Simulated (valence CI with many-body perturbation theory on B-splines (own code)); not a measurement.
## Forbidden lines of Nb25+

Calculated by valence CI with perturbative core correlation (CI+MBPT): six valence electrons over a frozen Dirac-Fock core [Ne], a basis of 9 s, 9 p, 8 d, 6 f, 3 g, 1 h functions for each j, with the one-electron correlation potential Σ1, the two-electron term Σ2, the three-electron term Σ3, Breit, model QED; selected CI, second order for the rest, scaled by the run's own slope (own B-spline code, finite nucleus).

No measured spectrum was set against this ion. As an estimate, levels of excited configurations hold to 0.05 to 0.15 % of their energy, terms of the ground configuration to about 0.5 %. Among the levels kept, up to 1500 cm⁻¹ of a level comes from second order outside the variational space, and about a tenth of that is noise between levels of different J, which matters for small intervals.

Lines 1 to 31 of 31 in falling wavelength, among levels below 1268900 cm⁻¹, chosen from the decays that carry over 1 % of a level's rate. Wavelengths and rates use the calculated energies, so an error of 500 cm⁻¹ moves a line at 2551 Å by 1.3 % and its rate by three times that or more. Electric multipoles are in the length gauge, E1 and E2 with the static RPA response of the core. Weak lines are less certain than strong ones. Lines between different terms over intervals too small for the method are left out, as are lines whose strength nearly cancels. The highest levels of a list are the least certain. Branching is blank where the lifetime is uncertain.

Names give the largest LS component (configuration and term), which can be under half, so a name can repeat, a term be missing and a line seem to break the LS rules; names also repeat where a configuration has a term twice. Letters in brackets count levels of one name in rising energy.

```
λ vac (Å)               Upper               Lower  Type   A (s⁻¹)  Branch %
     3393      3s²3p³3d ⁵D°_4      3s²3p³3d ⁵D°_3    M1  4.36e+02      42.1
     2551      3s²3p³3d ¹G°_4      3s²3p³3d ³G°_4    M1  1.00e+02          
     2150  3s²3p³3d ³F°_4 [a]  3s²3p³3d ³F°_3 [a]    M1  6.30e+02       2.6
     1937      3s²3p³3d ¹G°_4  3s²3p³3d ³D°_3 [a]    M1  4.91e+02          
     1937      3s²3p³3d ³G°_5      3s²3p³3d ³G°_4    M1  1.73e+03          
     1568         3s²3p⁴ ³P_0         3s²3p⁴ ³P_2    E2  2.07e+00     100.0
     1546      3s²3p³3d ³G°_4      3s²3p³3d ³G°_3    M1  3.82e+03      10.5
     1510      3s²3p³3d ¹G°_4  3s²3p³3d ³F°_3 [a]    M1  9.37e+02          
     1188  3s²3p³3d ³F°_4 [a]      3s²3p³3d ³G°_3    M1  1.01e+03       4.1
     1095         3s²3p⁴ ³P_1         3s²3p⁴ ³P_0    M1  7.40e+03      10.0
     1091  3s²3p³3d ³F°_4 [b]  3s²3p³3d ³F°_3 [b]    M1  9.24e+03       5.1
    962.6      3s²3p³3d ¹G°_4      3s²3p³3d ³G°_3    M1  1.86e+03          
    689.6      3s²3p³3d ³G°_4      3s²3p³3d ⁵D°_4    M1  3.20e+04      88.0
    644.7         3s²3p⁴ ³P_1         3s²3p⁴ ³P_2    M1  6.63e+04      89.9
    607.9  3s²3p³3d ³F°_4 [a]      3s²3p³3d ⁵D°_4    M1  1.10e+04      44.4
    576.1  3s²3p³3d ³F°_4 [b]      3s²3p³3d ³G°_5    M1  2.14e+04      11.9
    542.9      3s²3p³3d ¹G°_4      3s²3p³3d ⁵D°_4    M1  3.86e+03          
    537.6  3s²3p³3d ³F°_4 [b]      3s²3p³3d ¹G°_4    M1  7.01e+03       3.9
    515.5  3s²3p³3d ³F°_4 [a]      3s²3p³3d ⁵D°_3    M1  1.19e+04      48.2
    508.6      3s²3p³3d ³G°_5      3s²3p³3d ⁵D°_4    M1  9.99e+03          
    508.3         3s²3p⁴ ¹D_2         3s²3p⁴ ³P_2    M1  5.11e+04      99.2
    486.1  3s²3p³3d ³F°_4 [b]  3s²3p³3d ³F°_4 [a]    M1  2.21e+04      12.3
    468.0      3s²3p³3d ¹G°_4      3s²3p³3d ⁵D°_3    M1  5.23e+02          
    444.0  3s²3p³3d ³F°_4 [b]      3s²3p³3d ³G°_4    M1  7.56e+04      42.0
    435.3         3s²3p⁴ ¹S_0         3s²3p⁴ ³P_1    M1  3.01e+05      99.8
    420.8  3s²3p³3d ³F°_4 [b]  3s²3p³3d ³D°_3 [a]    M1  1.69e+04       9.4
    396.5  3s²3p³3d ³F°_4 [b]  3s²3p³3d ³F°_3 [a]    M1  9.78e+03       5.4
    345.0  3s²3p³3d ³F°_4 [b]      3s²3p³3d ³G°_3    M1  5.30e+03       2.9
    270.1  3s²3p³3d ³F°_4 [b]      3s²3p³3d ⁵D°_4    M1  1.05e+04       5.8
    113.6      3s²3p³3d ¹G°_4         3s²3p⁴ ¹D_2    M2  5.53e+02          
    112.0      3s²3p³3d ⁵D°_4         3s²3p⁴ ³P_2    M2  5.97e+02      57.6
```
